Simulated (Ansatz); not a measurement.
Coupled-cluster diagnostics for the cluster Co₃S₂⁺, Ansatz.

Geometry of the singlet (r2SCAN-D4/def2-SVP):

Cartesian coordinates in Å:
```
Co 0.872 1.227 -0.382
Co -0.233 -0.614 -0.981
Co -0.238 0.054 1.155
S -1.945 -0.010 -0.002
S 1.543 -0.657 0.209
```

Correlated methods freeze 25 core orbitals; core or outer-core shells of Co are correlated, in sets that lack core-valence functions. Another isomer (singlet) lies 0.32 eV lower at PBE0-D4/def2-TZVP; other spin states weren't run for this one.

Task: Estimate the CCSD(T) correlation energy, the shares of MP2 and (T), T1 and the reference's ⟨S²⟩ for: charge 1, singlet, own geometry in def2-SVP; and the rough time on 4 threads of Intel Xeon on a shared host.

Result: 
```csv
state,basis,correlation (eV),MP2 share (%),(T) share (%),T1,⟨S²⟩ (pure),wall time,remarks
"charge 1, singlet, own geometry",def2-SVP,-49.395,86.9,14.5,0.131,0.00 (0.00),6.3 min,"flagged by the program, large T1, restricted SCF unstable"
```
Customary marks for T1 are 0.02 (closed shells), 0.045 (open shells) and about 0.05 (3d metals). T1 exceeds 0.02 in 1 of 1 rows and 0.045 in 1; the higher it lies, the less the single-reference result can be trusted.
